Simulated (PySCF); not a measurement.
## Polarisability and C₆ of Cr (chromium, neutral)

[Ar] 3d5 4s1, high-spin 7S determinant. All numbers are calculated (PySCF 2.14, no relativity, point nucleus, in aug-cc-pVTZ with one added diffuse shell each of s, p, d, f, g type (9s8p6d4f3g, 118 functions)). Coupled (time-dependent) response in atomic units; α is the mean over directions.

```csv
method,mean α (bohr³),C₆ (like pair),S(−4)
PBE0,77.78,661.3,4578
```

S(−4) is the Cauchy moment in α(ω) = α(0) + S(−4) ω² + …

Reference α: 83 ± 12 bohr³ (recommended; Schwerdtfeger and Nagle, table of static dipole polarizabilities (2023 update)). Published C₆: 602.0 (Chu and Dalgarno (2004); Tang, Norbeck and Certain (1976)).

α(iu) at PBE0:

```json
{"u (hartree)": "0", "α(iu) (bohr³)": "77.78"}
{"u (hartree)": "0.0500", "α(iu) (bohr³)": "67.96"}
{"u (hartree)": "0.100", "α(iu) (bohr³)": "50.16"}
{"u (hartree)": "0.200", "α(iu) (bohr³)": "26.68"}
{"u (hartree)": "0.300", "α(iu) (bohr³)": "16.57"}
{"u (hartree)": "0.500", "α(iu) (bohr³)": "8.853"}
{"u (hartree)": "0.750", "α(iu) (bohr³)": "5.401"}
{"u (hartree)": "1.00", "α(iu) (bohr³)": "3.799"}
{"u (hartree)": "1.50", "α(iu) (bohr³)": "2.285"}
{"u (hartree)": "2.00", "α(iu) (bohr³)": "1.564"}
{"u (hartree)": "3.00", "α(iu) (bohr³)": "0.8794"}
{"u (hartree)": "5.00", "α(iu) (bohr³)": "0.3957"}
```

A single London oscillator, α(iu) = α/(1 + u²/ω²), gives C₆ = (3/4) ω α². Matching the computed C₆ needs ω = 4 × 661.3 / (3 × 77.78²) = 0.146 hartree.
